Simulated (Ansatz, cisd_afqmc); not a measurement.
Species: HSiO, charge -1, singlet. HSiO- (SMILES O=[SiH-]).
B3LYP-D3(BJ)/def2-TZVP minimum from Ansatz (a quantum-chemistry and plane-wave program):
```
Si
O 1 1.5685
H 1 1.6384 2 106.09
```
Charge -1, spin multiplicity 1.

Total energies in aug-cc-pV(D+d)Z, 12 correlated electrons, 6 frozen orbitals. Open shells are spin-unrestricted; no spin-orbit coupling. Cores are frozen in correlated methods. No relativity. The Monte Carlo rows (phaseless AFQMC, CISD trial, step 0.005/hartree) carry one-sigma bars that omit the constraint's bias. Outlying blocks are dropped, and bars are widened where a walk drifts. Over all cases where full CI ran beside it in this data, AFQMC minus full CI had a median of +0.1 mEh and passed +0.4 mEh in a tenth of the cases. The restricted determinant of HOSi- (O=[SiH-], singlet) is unstable towards broken spin symmetry in at least one set run.

```csv
method,program,energy (Eh),minus CCSDT(Q) (mEh)
HF,Ansatz,-364.38180,342.79
MP2,Ansatz,-364.69603,28.56
CCSD,Ansatz,-364.70887,15.71
CCSD(T),Ansatz,-364.72229,2.29
CCSDT(Q),Ansatz,-364.72459,0.00
AFQMC/CISD,cisd_afqmc,-364.7242 ± 0.0004,0.4 ± 0.4
```

Rough core times of Ansatz's runs on a shared machine: CCSD(T) under 20 s, CCSDT(Q) 30 s.
